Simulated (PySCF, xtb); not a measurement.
triaminosilyl (H₆N₃Si), SMILES N[Si](N)N, multiplicity 2. The values are those of a single conformer.

Harmonic wavenumbers (cm⁻¹) from GFN2-xTB in xtb at its own minimum, in rising order: 111, 167, 196, 219, 240, 271, 543, 552, 583, 755, 786, 807, 840, 883, 924, 1515, 1521, 1529, 3358, 3379, 3474, 3496, 3503, 3511.

**Question.** What does PBE-D3(BJ)/def2-SVP run with PySCF give at its own minimum? (An estimate is asked for; the answer gives what the named calculation found.)

**Answer.** 171, 171, 258, 258, 304, 380, 450, 450, 485, 703, 775, 775, 798, 845, 845, 1481, 1481, 1484, 3455, 3457, 3457, 3559, 3559, 3560. Paired by order, the mean absolute difference is 57 cm⁻¹ and the zero-point energies are 47.4 and 47.4 kcal/mol.
